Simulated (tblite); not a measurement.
C₂H₉InN (SMILES [CH3][In+]([CH3])<-[NH3]), charge +1, singlet, at a GFN2-xTB geometry (such geometries of metal compounds can be far from the true shape); GFN1-xTB in tblite 0.6.0.

The tblite input:
```
$ tblite run mol.xyz --method gfn1 --charge 1 --spin 0 --spin-polarized --json tblite.json --no-restart

# file mol.xyz
13

In     0.01029216     0.25808808     0.06989038
C      1.73797640     0.84692082    -1.26039157
H      2.61736320     0.31016744    -0.90906612
H      1.88244548     1.92293075    -1.18576466
H      1.47689291     0.55587623    -2.27634374
C     -1.69717134     0.22996896     1.54824413
H     -2.56637048    -0.17166069     1.03031352
H     -1.87885657     1.24785044     1.88771495
H     -1.40043788    -0.41034404     2.37695452
N     -0.08325956    -2.14434856    -0.57701847
H     -0.74633417    -2.31444460    -1.33208764
H     -0.36877472    -2.74357612     0.19645205
H      0.81774317    -2.49401433    -0.90078781
```

It wrote (shortened):

```
xTB calculator
 | screened Coulomb repulsion
 | Coulomb electrostatics
 |  * isotropic Klopman-Ohno-Mataga-Nishimoto electrostatics
 |  * onsite third-order electrostatics
 | DFT-D3(BJ) dispersion correction
 | Interactions (1)
 | [1] spin polarization

halogen bonding energy    0.0000000000000E+00 Eh
repulsion energy          1.6071729014180E-01 Eh
dispersion energy        -3.4347899090452E-03 Eh
interaction energy        0.0000000000000E+00 Eh
number of electrons       2.4000000000000E+01 e
integral cutoff           4.0000000000000E+01 bohr

------------------------------------------------------------
  cycle        total energy    energy error   density error
------------------------------------------------------------
      1     -13.32192449702  -1.3479207E+01   3.7680361E-01
      2     -13.37804499840  -5.6120501E-02   1.9521467E-01
      3     -13.38190738276  -3.8623844E-03   4.0580110E-02
      4     -13.38389585554  -1.9884728E-03   9.2319007E-03
      5     -13.38409669688  -2.0084133E-04   1.7970921E-03
      6     -13.38410442079  -7.7239110E-06   3.0416278E-04
      7     -13.38410470220  -2.8140749E-07   1.5290150E-04
      8     -13.38410479332  -9.1122315E-08   3.0724023E-05
      9     -13.38410479547  -2.1541826E-09   7.7931502E-06
------------------------------------------------------------

electronic energy        -1.3541387295704E+01 Eh
total energy             -1.3384104795472E+01 Eh

Post processing:
 | Mayer-Wiberg bond orders

[Info] JSON dump of results written to 'tblite.json'
```
